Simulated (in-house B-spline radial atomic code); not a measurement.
## RPA and G0W0 on PBE0: the antimony ion Sb³⁺

Configuration [Kr] 4d10 5s2, mean-field start PBE0. Computed with an all-electron radial atomic-structure program (B-spline basis): all electrons, scalar-relativistic (spin-free one-electron X2C), finite nucleus, each spin shell either full or empty, empty states to l = 9 with an (l + 1/2)⁻⁴ tail; G0W0 by contour deformation at full frequency.

Command:
```bash
python run_gw.py task.json out
```
Settings (radii: box in bohr, nucleus in fm):
```
Z                        51
electrons                48
configuration            [Kr] 4d10 5s2
hamiltonian              x2c
method                   pbe0
lmax                     9
rms_radius               4.6802
spin_polarised           False
box_radius               14.14
intervals                68
ion_configuration        [Kr] 4d10 5s1
```

Cost of the run: 14 s on 1 thread of Arm Neoverse N1 (shared host).

Energies (hartree):

```csv
term,value
mean-field total,-6478.62266
Hartree-Fock functional on these orbitals,-6476.23346
direct second order,-4.2847
second-order exchange,1.1793
SOSEX correction,1.096
```

(1) What is the RPA correlation energy, and what remains with SOSEX?

Quasi-particle levels (eV):

| level | occupied | mean field | Σx - vxc | Σc | QP weight | G0W0 |
| --- | --- | --- | --- | --- | --- | --- |
| 5s | yes | -39.87 | -1.97 | ? | ? | ? |
| 5p | no | -27.741 | 4.14 | -1.47 | 0.958 | -25.069 |

G0W0 = mean field + (Σx - vxc) + Σc, with Σc (partial-wave tail included) taken at the quasi-particle energy. Only the outer levels were computed. Levels of low weight are left out.

(2) Where does G0W0 put 5s?

(3) What does it cost to remove one electron (to [Kr] 4d10 5s1) by differences of total energies, each species on its own start (correlation terms add to the Hartree-Fock functional)?

## Answers

(1) RPA gives -3.7635 hartree (-2.13 eV per electron); RPA + SOSEX gives -2.6675, and the second-order doubles -3.1054 hartree (no singles). SOSEX takes back 29 % of the RPA value.

(2) At -44.10 eV, with Σc = -2.25 eV and a quasi-particle weight of 0.957. The tabulated removal energy is 43.804 ± 0.025 eV (NIST, measured); the calculation leaves out spin-orbit coupling, Breit and QED terms, and what these don't explain is the method's own error.

(3) PBE0 43.59 eV, Hartree-Fock functional 41.60 eV, + RPA 44.04 eV, + RPA + SOSEX 43.50 eV, + second order 44.84 eV. Tabulated: 43.804 ± 0.025 eV (NIST, measured); the calculation leaves out spin-orbit coupling, Breit and QED terms, and what these don't explain is the method's own error.
